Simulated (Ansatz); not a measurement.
Pulling on the Be1–F2 bond in BeFHO (SMILES [OH][Be][F]) (multiplicity 1 held, fragments rigid). Energies count from the point at 1.389 Å.
Geometry at that point (charge 0, multiplicity 1):
```xyz
4

Be     0.02934     0.01482    -0.02556
F      0.98280     0.52801    -0.89505
O     -0.99865    -0.46737     0.82454
H     -0.97341    -1.07241     1.56141
```

R- and RO- levels are restricted; in cc, def2 and unpolarised 6-31G sets they are followed outwards from rest. U- levels take the lowest unrestricted solution at each point, which mixes spins at long bonds. Curves can end on different states.

Cores are frozen in the correlated methods.

Run with Ansatz (Gaussian basis) for Hartree–Fock, density functionals and correlated methods. Values without a source in brackets are computed.

Energies in kcal/mol.

```json
[
 {"R (Å)": "1.111", "U-HF/aug-cc-pVDZ": "58.1", "U-MP2/aug-cc-pVDZ": "64.2", "R-SCS-MP2/aug-cc-pVDZ": "64.0", "U-CCSD/aug-cc-pVDZ": "63.2"},
 {"R (Å)": "1.250", "U-HF/aug-cc-pVDZ": "11.6", "U-MP2/aug-cc-pVDZ": "14.5", "R-SCS-MP2/aug-cc-pVDZ": "14.4", "U-CCSD/aug-cc-pVDZ": "14.0"},
 {"R (Å)": "1.389", "U-HF/aug-cc-pVDZ": "0.0", "U-MP2/aug-cc-pVDZ": "0.0", "R-SCS-MP2/aug-cc-pVDZ": "0.0", "U-CCSD/aug-cc-pVDZ": "0.0"},
 {"R (Å)": "1.528", "U-HF/aug-cc-pVDZ": "5.2", "U-MP2/aug-cc-pVDZ": "2.6", "R-SCS-MP2/aug-cc-pVDZ": "2.7", "U-CCSD/aug-cc-pVDZ": "3.1"},
 {"R (Å)": "1.666", "U-HF/aug-cc-pVDZ": "18.2", "U-MP2/aug-cc-pVDZ": "13.2", "R-SCS-MP2/aug-cc-pVDZ": "13.4", "U-CCSD/aug-cc-pVDZ": "14.2"},
 {"R (Å)": "1.875", "U-HF/aug-cc-pVDZ": "42.6", "U-MP2/aug-cc-pVDZ": "34.6", "R-SCS-MP2/aug-cc-pVDZ": "34.9", "U-CCSD/aug-cc-pVDZ": "36.3"},
 {"R (Å)": "2.083", "U-HF/aug-cc-pVDZ": "67.2", "U-MP2/aug-cc-pVDZ": "56.7", "R-SCS-MP2/aug-cc-pVDZ": "57.1", "U-CCSD/aug-cc-pVDZ": "59.1"},
 {"R (Å)": "2.430", "U-HF/aug-cc-pVDZ": "103.2", "U-MP2/aug-cc-pVDZ": "89.9", "R-SCS-MP2/aug-cc-pVDZ": "90.3", "U-CCSD/aug-cc-pVDZ": "93.0"},
 {"R (Å)": "2.777", "U-HF/aug-cc-pVDZ": "117.5", "U-MP2/aug-cc-pVDZ": "149.0", "R-SCS-MP2/aug-cc-pVDZ": "117.2", "U-CCSD/aug-cc-pVDZ": "120.1"},
 {"R (Å)": "3.194", "U-HF/aug-cc-pVDZ": "121.6", "U-MP2/aug-cc-pVDZ": "161.6", "R-SCS-MP2/aug-cc-pVDZ": "142.1", "U-CCSD/aug-cc-pVDZ": "142.9"},
 {"R (Å)": "3.749", "U-HF/aug-cc-pVDZ": "123.1", "U-MP2/aug-cc-pVDZ": "165.6", "R-SCS-MP2/aug-cc-pVDZ": "166.2", "U-CCSD/aug-cc-pVDZ": "156.1"},
 {"R (Å)": "4.444", "U-HF/aug-cc-pVDZ": "123.5", "U-MP2/aug-cc-pVDZ": "166.7", "R-SCS-MP2/aug-cc-pVDZ": "186.2", "U-CCSD/aug-cc-pVDZ": "158.7"}
]
```

Doubts at one or more of the structures used: a spin-contaminated determinant (U-HF/aug-cc-pVDZ, U-MP2/aug-cc-pVDZ, U-CCSD/aug-cc-pVDZ); a restricted determinant that unrestricted orbitals would lower (R-SCS-MP2/aug-cc-pVDZ); T1 above 0.05 (U-CCSD/aug-cc-pVDZ); the program's own flag: other amplitudes (U-CCSD/aug-cc-pVDZ).

Ansatz is an electronic-structure program.
